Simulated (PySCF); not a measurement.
# BLYP on Pd (palladium, neutral)

Configuration: [Kr] 4d9 5p1, one real determinant (an excited configuration). All numbers are calculated (PySCF 2.14, a scalar-relativistic core potential, in aug-cc-pVTZ-PP with ECP28MDF (6s6p5d3f2g, 88 functions)).

| Property | Result |
| --- | --- |
| Total energy | -127.2551 hartree |
| One-electron energy | -223.7298 hartree |
| Hartree (Coulomb) energy | 109.0537 hartree |
| Exchange-correlation energy | -12.5791 hartree |
| ⟨S²⟩ | 2.0005 |
| ⟨L²⟩ | 8.019 |
| Sum of ⟨r⟩ | 26.34 bohr |
| Sum of ⟨r²⟩ | 58.97 bohr² |
| Traceless quadrupole moment −½Σ⟨3z² − r²⟩ along its main axis | -9.22 e·bohr² |

| shell | electrons | mean orbital energy (eV) | spread (eV) | rms radius, mean of both spins (bohr) |
| --- | --- | --- | --- | --- |
| 4s α | 1 | -91.440 | 0 | 1.01 |
| 4s β | 1 | -90.599 | 0 | 1.01 |
| 4p α | 3 | -56.940 | 1.219 | 1.12 |
| 4p β | 3 | -56.106 | 0.260 | 1.12 |
| 4d α | 5 | -8.477 | 1.293 | 1.66 |
| 4d β | 4 | -7.820 | 0.398 | 1.66 |
| 5p α | 1 | -2.004 | 0 | 4.96 |

⟨L²⟩ = 8.02 against 12 for a pure F term, so this real determinant mixes terms. Energies and moments cover only the electrons outside the core potential.
